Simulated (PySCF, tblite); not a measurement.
Task: Write Cartesian coordinates for `O=C1CS[C@H](CF)C1` as optimised with GFN2-xTB.

Result: 
```
atom  x, y, z in Å
O1     1.7146   -1.5330   -1.2195
C2     1.1680   -0.6172   -0.6744
C3     1.7258    0.0721    0.5530
S4     0.6736    1.4944    0.9358
C5    -0.7540    0.7637    0.0388
C6    -1.5818   -0.1376    0.9494
F7    -0.8955   -1.2782    1.2765
C8    -0.1364    0.0101   -1.1269
H9     2.7474    0.4088    0.3799
H10    1.7263   -0.6291    1.3906
H11   -1.3831    1.5949   -0.2805
H12   -2.5012   -0.4579    0.4460
H13   -1.8238    0.3719    1.8872
H14    0.1150    0.7025   -1.9351
H15   -0.7994   -0.7573   -1.5277
```

Any rigid rotation of these coordinates is as good. Atoms count from 1 in this order. S4 (sulfide sulfur) is bent (angle 92.1°). The 5-membered ring C2–C3–S4–C5–C8 has internal angles of 92.1° to 111.7°; it is puckered, 0.18 Å rms from its mean plane, widest ring torsion 37°. The 2 C–S bonds span 1.810 Å (C3–S4, drawn single) to 1.838 Å (S4–C5, drawn single), a spread of 0.028 Å. Of the pairs four or more bonds apart, C2···F7 is among the closest relative to their van der Waals radii: 2.92 Å, 92 % of the sum of Bondi's values.

Bonds between heavy atoms (Å): O1=C2 1.198, C2–C3 1.514, C3–S4 1.810, S4–C5 1.838, C5–C6 1.525, C6–F7 1.371, C5–C8 1.519, C2–C8 1.516.

Structure optimised with GFN2-xTB, isolated species.

Point group: C1 (no symmetry element, even within 0.4 Å). Its GFN2-xTB frequencies are all real (lowest 58 cm⁻¹). One conformer, not necessarily the lowest (S4–C5–C6–F7 -69°, O1–C2–C3–S4 174°, C2–C3–S4–C5 23°, C3–S4–C5–C6 88°, S4–C5–C8–C2 37°).

The numbers are calculated, not measured.
